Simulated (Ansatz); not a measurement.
Basis sets compared for the cluster B8⁺. Charge 1, multiplicity 2. Geometry PBE-D4/def2-SVP. Ansatz on 4 threads of Intel Xeon Platinum 8488C on a shared host; times are rough, and most runs start from earlier orbitals.

| atom | x (Å) | y (Å) | z (Å) |
| --- | --- | --- | --- |
| B1 | 0.175 | -1.626 | -0.870 |
| B2 | -0.422 | -0.455 | -1.725 |
| B3 | 0.642 | -1.582 | 0.638 |
| B4 | -0.453 | 1.779 | 0.131 |
| B5 | 0.000 | 0.000 | 0.000 |
| B6 | 0.625 | -0.339 | 1.673 |
| B7 | 0.136 | 1.155 | 1.439 |
| B8 | -0.704 | 1.069 | -1.285 |

The structure comes from a short search, and lower isomers may exist.

| level | functions | energy (Eh) | HOMO (eV) | LUMO (eV) | wall time |
| --- | --- | --- | --- | --- | --- |
| PBE-D4/def2-SVP | 112 | -197.7900 | -11.46 | -11.30 | 1.6 s |
| PBE0-D4/def2-SVP | 112 | -197.8166 | -12.20 | -10.48 | 3.4 s |

(1) Estimate the rows for PBE-D4/def2-TZVP (with forces), PBE0-D4/def2-TZVP.

Answers

(1) 
```
                         level  functions  energy (Eh)  HOMO (eV)  LUMO (eV)  wall time
PBE-D4/def2-TZVP (with forces)        248    -197.9925     -11.43     -11.25      4.4 s
             PBE0-D4/def2-TZVP        248    -198.0181     -12.18     -10.41       11 s
```
